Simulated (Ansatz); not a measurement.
Kohn–Sham single points on C₄H₈Sn (`C=[CH][SnH2][CH]=C`).

```yaml
crystal:
  periodic: [false, false, false]
  atoms:
    - {symbol: C, position_ang: [-1.067739, 1.917770, 0.557542]}
    - {symbol: C, position_ang: [-0.212271, 1.345552, 1.396219]}
    - {symbol: Sn, position_ang: [0.758868, -0.490637, 0.932943]}
    - {symbol: C, position_ang: [-0.184062, -1.306054, -0.788465]}
    - {symbol: C, position_ang: [0.415322, -1.379090, -1.971196]}
    - {symbol: H, position_ang: [-1.311563, 1.481277, -0.407830]}
    - {symbol: H, position_ang: [-1.565674, 2.855506, 0.794432]}
    - {symbol: H, position_ang: [-0.007008, 1.829947, 2.348372]}
    - {symbol: H, position_ang: [0.639913, -1.556375, 2.266998]}
    - {symbol: H, position_ang: [2.409662, -0.235924, 0.558088]}
    - {symbol: H, position_ang: [-1.205622, -1.670097, -0.699158]}
    - {symbol: H, position_ang: [-0.083860, -1.791425, -2.845467]}
    - {symbol: H, position_ang: [1.434534, -1.035347, -2.127577]}
basis:
  gaussian: {orbitals: def2-TZVPP}
hamiltonian: {xc: r2scan, dispersion: d4}
output: {forces: true, orbitals: {seedname: orbitals}}
```

```sh
$ ansatz run in.yaml --threads 2 --pin off --events-out ev --progress --plain --max-ram 22528MiB --backend cuda --devices 0, --max-vram 18GiB
```

It prints (some lines left out):

```
Functional definition: r2SCAN
1580 factors; their error is unknown
mean field evaluation 1: about -10093.8551 eV, gradient 7.8e1 eV
mean field evaluation 2: about -10070.6592 eV, gradient 1.2e2 eV
mean field evaluation 4: about -10108.6679 eV, gradient 9.2e0 eV
mean field evaluation 8: about -10108.8791 eV, gradient 3.0e-1 eV
mean field evaluation 16: about -10108.8486 eV, gradient 1.3e-2 eV
mean field -10108.84856423 eV, -371.4933327116 hartree, gradient 1.9e-5 eV, S^2 0.000000; 0 other end points of the search recorded, 0 dependent functions left out
reference -10108.84858033 eV, -371.4933333036 hartree; 27, 27 occupied and 259, 259 virtual orbitals, 1580 factors
Total energy: -10108.92179855 eV, -371.4960240234 hartree
Atom 0 at    -1.067739     1.917770     0.557542 Å, force    -0.117838     0.080100    -0.118372 eV/Å
Atom 1 at    -0.212271     1.345552     1.396219 Å, force     0.075149    -0.011647     0.123579 eV/Å
Atom 2 at     0.758868    -0.490637     0.932943 Å, force     0.071169    -0.041201     0.047774 eV/Å
Atom 3 at    -0.184062    -1.306054    -0.788465 Å, force    -0.100034    -0.016939     0.096052 eV/Å
Atom 4 at     0.415322    -1.379090    -1.971196 Å, force     0.088905    -0.010244    -0.164358 eV/Å
Atom 5 at    -1.311563     1.481277    -0.407830 Å, force    -0.000727     0.004718     0.008829 eV/Å
Atom 6 at    -1.565674     2.855506     0.794432 Å, force    -0.000653    -0.003544    -0.004414 eV/Å
Atom 7 at    -0.007008     1.829947     2.348372 Å, force     0.003309     0.000767     0.008041 eV/Å
Atom 8 at     0.639913    -1.556375     2.266998 Å, force    -0.000641     0.001216     0.001619 eV/Å
Atom 9 at     2.409662    -0.235924     0.558088 Å, force    -0.002051    -0.001748    -0.002708 eV/Å
Atom 10 at    -1.205622    -1.670097    -0.699158 Å, force    -0.008902     0.000153     0.004333 eV/Å
Atom 11 at    -0.083860    -1.791425    -2.845467 Å, force     0.002872     0.002922    -0.000141 eV/Å
Atom 12 at     1.434534    -1.035347    -2.127577 Å, force    -0.010558    -0.004552    -0.000232 eV/Å
Dipole moment:    -0.103722     0.055000    -0.082394 e Å
```

Hardware: 2 threads of an AMD EPYC 7R13 on a shared host and a share of an NVIDIA H100 80 GB. Wall time 2.4 s, peak host memory 0.84 GiB.

With the line `hamiltonian: {xc: pbe, dispersion: d4}` (abridged; 2.7 s):

```
Functional definition: PBE
mean field evaluation 16: about -10103.2185 eV, gradient 5.0e-4 eV
mean field -10103.21844429 eV, -371.2864296204 hartree, gradient 7.6e-6 eV, S^2 0.000000
Total energy: -10103.50700038 eV, -371.2970338609 hartree
Atom 0 force    -0.210422     0.134643    -0.216613 eV/Å
Atom 1 force     0.194540    -0.106052     0.213880 eV/Å
Atom 2 force     0.061360    -0.044686     0.076440 eV/Å
Atom 3 force    -0.153642     0.002118     0.262378 eV/Å
Atom 4 force     0.158027    -0.011423    -0.287300 eV/Å
Atom 5 force    -0.062229    -0.078968    -0.205023 eV/Å
Atom 6 force    -0.111170     0.198334     0.041174 eV/Å
Atom 7 force     0.062858     0.078213     0.208691 eV/Å
Atom 8 force    -0.009039    -0.109899     0.139286 eV/Å
Atom 9 force     0.168427     0.022746    -0.041832 eV/Å
Atom 10 force    -0.213311    -0.067374     0.049385 eV/Å
Atom 11 force    -0.099045    -0.085931    -0.192774 eV/Å
Atom 12 force     0.213645     0.068280    -0.047692 eV/Å
Dipole moment:    -0.104451     0.053824    -0.079202 e Å
```
